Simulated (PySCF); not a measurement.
Species: H₁₂N₂Si₄.
Cartesian coordinates in Å at the GFN2-xTB level; atoms count from 1:
```
atom  x, y, z in Å
Si1    3.196   -0.210   -0.014
N2     1.579   -0.105   -0.609
Si3    0.182   -0.924   -0.019
N4    -1.223    0.022   -0.422
Si5   -2.769   -0.663   -0.011
Si6   -1.061    1.682   -0.929
H7     3.642   -1.607    0.031
H8     3.247    0.355    1.336
H9     4.009    0.564   -0.953
H10    1.466    0.339   -1.503
H11    0.340   -1.047    1.431
H12    0.030   -2.241   -0.651
H13   -2.675   -2.112   -0.174
H14   -3.761   -0.101   -0.925
H15   -3.113   -0.344    1.378
H16   -2.409    2.238   -1.020
H17   -0.426    1.714   -2.254
H18   -0.262    2.445    0.032
```

Level of theory: CAM-B3LYP/def2-SVPD in PySCF (dipole) on a GFN2-xTB geometry, gas phase.

Take the most abundant isotopes and a rigid rotor. The values belong to one conformer with, in the numbering `[SiH3:1][NH:2][SiH2:3][N:4]([SiH3:5])[SiH3:6]`, Si1–N2–Si3–N4 154°, N2–Si3–N4–Si5 176°.

(1) Give the principal moments of inertia and the rotational constants in cm⁻¹.

(2) Classify the top.

(3) What does the inertial defect say?

(4) Give the other two planar moments, Paa and Pbb, and the rms extents of the mass along the axes.

(5) Predict some low-J microwave lines.

(6) Estimate the classical rotational partition function at 10 K, 25 K and 50 K.

## Answers

(1) Ia = 177.28, Ib = 685.51, Ic = 832.09 u·Å²; 505379 MHz·u·Å²/I gives 2851, 737.2 and 607.4 MHz, that is A = 0.09509, B = 0.02459, C = 0.02026 cm⁻¹.

(2) An asymmetric top. Ray's parameter κ = (2B − A − C)/(A − C) = -0.884; −1 is the prolate and +1 the oblate limit.

(3) Not planar: Δ = Ic − Ia − Ib = -30.70 u·Å². For a rigid frame Δ = −2 Σ m c², so Σ m c² = 15.35 u·Å² lies off the ab plane: 12.64 from hydrogen and 2.71 from heavier atoms. The atom farthest from that plane is 1.61 Å away.

(4) Paa = Σ m a² = (Ib + Ic − Ia)/2 = 670.16 and Pbb = Σ m b² = (Ia + Ic − Ib)/2 = 161.93 u·Å². With the mass M = 152.01 u, the rms extents √(P/M) along a, b and c are 2.10, 1.03, 0.32 Å.

(5) The dipole components are |μa| = 0.03 D, |μb| = 0.49 D, |μc| = 0.40 D. The squared components, which scale the intensities, stand as 0.00 : 1.00 : 0.69 (a : b : c). Some lines, for components of 0.1 D or more:

| type | branch | J(Ka,Kc) | MHz | lower level (cm⁻¹) |
| --- | --- | --- | --- | --- |
| b | R | 2(0,2) ← 1(1,1) | 570 | 0.115 |
| c | Q | 2(1,2) ← 2(0,2) | 1989 | 0.134 |
| c | Q | 1(1,1) ← 1(0,1) | 2113 | 0.045 |
| b | Q | 1(1,0) ← 1(0,1) | 2243 | 0.045 |
| b | Q | 2(1,1) ← 2(0,2) | 2379 | 0.134 |
| b | R | 1(1,1) ← 0(0,0) | 3458 | 0.000 |
| c | R | 1(1,0) ← 0(0,0) | 3588 | 0.000 |
| b | R | 2(1,2) ← 1(0,1) | 4673 | 0.045 |
| c | R | 2(1,1) ← 1(0,1) | 5062 | 0.045 |
| c | Q | 2(2,1) ← 2(1,1) | 6340 | 0.214 |
| b | Q | 2(2,0) ← 2(1,1) | 6346 | 0.214 |
| b | Q | 2(2,1) ← 2(1,2) | 6730 | 0.201 |
| b | R | 2(2,1) ← 1(1,0) | 9160 | 0.120 |
| c | R | 2(2,0) ← 1(1,0) | 9165 | 0.120 |
| c | R | 2(2,1) ← 1(1,1) | 9289 | 0.115 |
| b | R | 2(2,0) ← 1(1,1) | 9295 | 0.115 |

(6) Point group C1, symmetry number σ = 1; q = (√π/σ)·√((kT/h)³/(ABC)), k/h = 20836.6 MHz/K: 4720 at 10 K, 18700 at 25 K, 52800 at 50 K.

No frequency check. Zero-point vibration and centrifugal distortion are left out. A rigid rotor knows nothing of internal rotation, which can split or shift real lines. Quadrupole hyperfine structure (14N) is left out.
